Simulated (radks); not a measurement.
Values are calculated unless marked as measured or tabulated.
Q: Isoelectronic series with 7 electrons, all held in the configuration [He] 2s2 2p3, which need not be the ground one along the series. Code: a radial shooting solver on a logarithmic mesh with Libxc functionals. Model: Dirac Kohn-Sham, BLYP, spin-unpolarised, spherical densities, point nucleus; open shells fill j = l - 1/2 first. Total energies (hartree) and orbital eigenvalues (eV):

ion    E (hartree)      2p3/2      2p1/2
N        -54.51903    -7.0522    -7.0716
O+       -74.47839   -24.4317   -24.4763
F2+      -97.71574   -48.9973   -49.0851
Ne3+    -124.22841   -80.5436   -80.6994
Mg5+    -187.08778  -164.3156  -164.7156
Al6+    -223.44262  -216.4846  -217.0800
Si7+    -263.08803  -275.4902  -276.3447
P8+     -306.03036  -341.3252  -342.5152
S9+     -352.27664  -413.9853  -415.6008
Ar11+   -454.71247  -579.7732  -582.5704
K12+    -510.91932  -672.9001  -676.4871
Ca13+   -570.46468  -772.8502  -777.3838
Sc14+   -633.35877  -879.6250  -885.2819
Ti15+   -699.61242  -993.2267  -1000.205
V16+    -769.23710  -1113.658  -1122.177
Cr17+   -842.24491  -1240.922  -1251.226

Estimate the row of Cl10+.

A: E (hartree) -401.83456; 2p3/2 -493.4683; 2p1/2 -495.6141.
